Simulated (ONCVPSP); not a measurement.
holmium: ONCV pseudisation with PBE, scalar-relativistic reference atom.

```json
{
 "Element": "holmium",
 "Generator": "ONCVPSP 4.0.1",
 "Type": "optimised norm-conserving Vanderbilt (ONCV)",
 "Functional": "PBE",
 "Relativity": "scalar-relativistic",
 "Frozen core": "[Kr] 4d10",
 "Valence charge": "21",
 "Reference configuration": "4f11 5s2 5p6 6s1.75 6p0.25",
 "Partial waves": "5s+6s: rc 1.75 bohr, ncon 3, nbas 7, qcut 5.7 1/bohr, 2 projectors; 5p+6p: rc 3.00 bohr, ncon 4, nbas 8, qcut 4.7 1/bohr, 2 projectors; d scattering state at 0.25 Ha: rc 2.50 bohr, ncon 4, nbas 8, qcut 3.9 1/bohr, 3 projectors, debl 2.2 Ha; 4f: rc 0.85 bohr, ncon 4, nbas 8, qcut 18.3 1/bohr, local",
 "Local potential": "the f channel",
 "Core correction": "none"
}
```

In the d channel the program set the typed energies aside and used 0.050, 2.250, 4.450 Ha.

Estimate the cutoffs (Ha) at which the residual kinetic energy of the hardest occupied pseudo-wave falls to 1 and 0.1 mHa per electron.

154 Ha and 320 Ha.

Does the potential have ghost states?

Ghosts flagged at negative energy: s at -848.6 eV, p at -308.7 eV, d at -720.2 eV; GHOST(+) flagged for s at 69.1 eV. A true bound ghost makes a file unfit for plane-wave use.

Which valence shell sets the plane-wave cutoff?

4f: 154 Ha for 1 mHa per electron, against 13 Ha for 5s.

Tests left out (the all-electron energies of this program are off by 10 to 40 meV for near-neutral 4f atoms).
